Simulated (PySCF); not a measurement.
## Electronic structure of P²⁺ (phosphorus, charge +2) at the UHF level

Configuration: [Ne] 3s2 3p1, 2P determinant. All numbers are calculated (PySCF 2.14, scalar relativity by spin-free X2C-1e, in aug-cc-pVTZ-DK (6s5p3d2f, 50 functions)).

```
Total energy                                                  : -340.463895 hartree
One-electron energy                                           : -460.2672 hartree
Hartree (Coulomb) energy                                      : 141.9258 hartree
Exchange energy                                               : -22.1225 hartree
⟨S²⟩                                                          : 0.7628
⟨L²⟩                                                          : 2.039
Sum of ⟨r⟩                                                    : 9.635 bohr
Sum of ⟨r²⟩                                                   : 14.06 bohr²
Traceless quadrupole moment −½Σ⟨3z² − r²⟩ along its main axis : -1.87 e·bohr²
Langevin diamagnetic susceptibility                           : -11.1 ×10⁻⁶ cm³/mol
```

| shell | electrons | mean orbital energy (hartree) | spread (hartree) | rms radius, mean of both spins (bohr) |
| --- | --- | --- | --- | --- |
| 1s α | 1 | -81.10271 | 0 | 0.120 |
| 1s β | 1 | -81.09302 | 0 | 0.120 |
| 2s α | 1 | -8.43490 | 0 | 0.559 |
| 2s β | 1 | -8.42438 | 0 | 0.559 |
| 2p α | 3 | -6.28660 | 0.01907 | 0.539 |
| 2p β | 3 | -6.26773 | 0.02371 | 0.539 |
| 3s α | 1 | -1.47562 | 0 | 1.89 |
| 3s β | 1 | -1.36615 | 0 | 1.89 |
| 3p α | 1 | -1.10085 | 0 | 2.13 |

Densities and radii are taken from the X2C orbitals without a picture-change correction, which distorts them close to the nucleus.

Spin-orbit constants ζ (cm⁻¹) from the X2C one-electron operator on these orbitals: bare nucleus, nucleus screened by l(l+1)(2l+1)/3 electrons, and screened by the Breit-Pauli mean field of the electrons.

| shell | bare | screened nucleus | mean field |
| --- | --- | --- | --- |
| 2p | 5476 | 4746 | 4415 |
| 3p | 417.1 | 361.5 | 331.6 |

To first order the Landé constant is A = 331.6 cm⁻¹, so the lowest level has J = 1/2 and lies 0.0411 eV below the centre of the term.
